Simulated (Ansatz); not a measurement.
Basis-set extrapolation for C4H6F4, SMILES `FC[C@@H](F)[C@H](F)CF` (PBE0-D4/def2-TZVP geometry, frozen core, Ansatz). Multiplicity 1, RHF reference.

```csv
,def2-TZVPP,def2-QZVPP
HF,-552.940355,-552.964387
MP2 correlation,-1.659259,-1.800251
CCSD(T) correlation,-1.752964,not run
```

Energies in hartree. Use E(X) = E(∞) + A·exp(−7.88·√X) for Hartree–Fock and E(X) = E(∞) + B·X^(−2.97) for correlation, with X = 3 and 4, and add CCSD(T) minus MP2 of the smaller set to the MP2 limit.

Problem. What is the CCSD(T) energy at the basis-set limit?

Solution. HF limit: -552.964387 + (-0.024032) × 0.13774 = -552.96770. MP2 limit: -1.800251 + (-0.140992) × 0.74074 = -1.90469. Higher-order term: -1.752964 − (-1.659259) = -0.09370. Total: -554.96609 hartree, 716.2 kJ/mol below CCSD(T)/def2-TZVPP.
